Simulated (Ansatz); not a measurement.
Cost and result for the atomization energy of CH8O4Si2, SMILES `CO[SiH](O)O[SiH2]O` (15 atoms, 14 bonds).

```tsv
atom	x (Å)	y (Å)	z (Å)
C1	-1.653	-0.775	1.083
O2	-1.493	-0.712	-0.318
Si3	-0.101	-0.992	-1.122
O4	-0.383	-0.621	-2.682
O5	1.113	-0.108	-0.488
Si6	1.581	1.364	0.034
O7	1.189	1.596	1.611
H8	-2.699	-0.572	1.314
H9	-1.401	-1.769	1.469
H10	-1.030	-0.031	1.588
H11	0.332	-2.398	-1.046
H12	-1.105	-0.019	-2.863
H13	0.863	2.425	-0.705
H14	3.050	1.440	-0.149
H15	1.738	1.173	2.273
```

The species carries charge 0 and has multiplicity 1. All single points use the PBE0-D4/def2-TZVP geometry. It is one conformer, not always the lowest. Program: Ansatz. All runs use 2 threads of an AMD EPYC 7R13 on a shared host and a share of an NVIDIA H100 80 GB. Times are those of one run each, without the atoms' runs, and a repeat can differ threefold. Electronic energies, without spin–orbit coupling; frozen cores. CCSD(T)/CBS adds CCSD(T) − MP2 in def2-TZVPP to the MP2 limit, and its time is that of the two runs behind it. T1 = 0.012. B3LYP takes the VWN-RPA correlation (the form of Gaussian; ORCA's B3LYP/G).

CCSD(T)/CBS is a level of theory with its own doubt, some kJ/mol a heavy atom from the limit and from the frozen cores, so smaller differences don't rank the functionals.

```
                             level  functions  wall time  atomization (kcal/mol)  difference from CCSD(T)/CBS  per bond
                PBE0-D4/def2-TZVPP        351      1.9 s                  1394.5                        -25.8      -1.8
   PBE-D4/def2-TZVPP (with forces)        351      2.5 s                  1420.8                          0.5       0.0
 B3LYP-D4/def2-TZVPP (with forces)        351      2.6 s                  1406.4                        -13.9      -1.0
r2SCAN-D4/def2-TZVPP (with forces)        351      2.9 s                  1412.6                         -7.7      -0.6
                 B2PLYP/def2-TZVPP        351      3.1 s                  1396.4                        -23.9      -1.7
                ωB97X-V/def2-TZVPP        351      3.2 s                  1415.9                         -4.4      -0.3
  ωB97M-V/def2-TZVPP (with forces)        351      3.9 s                  1416.4                         -3.9      -0.3
                    MP2/def2-QZVPP        665      4.4 s                  1435.8                         15.5       1.1
                CCSD(T)/def2-TZVPP        351       11 s                  1378.0                        -42.3      -3.0
                 CCSD(T)/CBS(def2)          –       15 s                  1420.3                          0.0       0.0
```

From PBE to PBE0 (25 % exact exchange), in def2-TZVPP and without D4, the atomization energy moves by −25.1 kcal/mol: exact exchange takes away binding that semilocal exchange gives to molecules. The D4 term adds +13.4 kcal/mol with B3LYP and +7.2 kcal/mol with PBE0; it sums over pairs of atoms, weighted by their polarisabilities, and B3LYP, whose exchange is more repulsive, gets the larger term. In def2-TZVPP, CCSD(T) changes the Hartree–Fock value by +353.8 kcal/mol (the triples alone add +19.4 kcal/mol) and MP2 by +385.9 kcal/mol; breaking electron pairs costs correlation energy, which Hartree–Fock lacks.
